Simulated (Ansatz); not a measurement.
Consider the atomization: `CN1B[SiH2]1` → B• + C• + 6 H• + N• + Si•.

Isolated molecules relaxed with PBE0-D4/def2-TZVP in Ansatz; ΔE leaves out vibrations. CBS: MP2 limit from def2 TZ/QZ plus the TZ coupled-cluster correction, frozen cores. This one scheme is used for every species, atoms too. DFT in def2-TZVPP. HSE06 is defined as in plane-wave codes. No spin–orbit coupling; open shells (•) take unrestricted orbitals. Spin–orbit coupling would lower the free atoms: a little for B, C, Si.

`CN1B[SiH2]1`:

```xyz
10

C    -0.499    1.364   -0.026
N    -0.140   -0.027   -0.083
B    -0.636   -1.210   -0.577
Si    1.048   -1.250    0.352
H     0.262    1.976   -0.518
H    -0.574    1.697    1.013
H    -1.459    1.533   -0.519
H    -1.607   -1.543   -1.177
H     2.384   -1.077   -0.279
H     1.221   -1.463    1.814
```

(1) What is ΔE at CCSD(T)/CBS? (An estimate is asked.)

(2) What do these levels give: ωB97M-V, BLYP, r2SCAN, HSE06, HF/def2-QZVPP, CCSD/CBS(def2)? (Best estimate.)

Largest T1 diagnostic among the species: 0.014.

Answers

(1) Ansatz gave: +3552.1 kJ/mol.

(2) The calculation gave: ωB97M-V 3582.6, BLYP 3529.9, r2SCAN 3571.7, HSE06 3566.7, HF/def2-QZVPP 2610.6, CCSD/CBS(def2) 3501.1 kJ/mol.

From BLYP to BHLYP (50 % exact exchange), in def2-TZVPP and without D4, ΔE moves by −60.9 kJ/mol: exact exchange takes away binding that semilocal exchange gives to molecules. Leaving LDA and LC-ωPBE aside and taking each functional with its dispersion term where it has one, the values, not all of them listed here, spread over 141.0 kJ/mol, from BHLYP-D4 to PBE-D4. LDA lies +442.9 kJ/mol from PBE without D4, its usual overbinding.

For atomizations the MP2-based limit and the directly extrapolated one differ by several kJ/mol either way, and by 10 to 25 for some Ge, Se and Sn compounds, so smaller differences from it don't rank the levels.
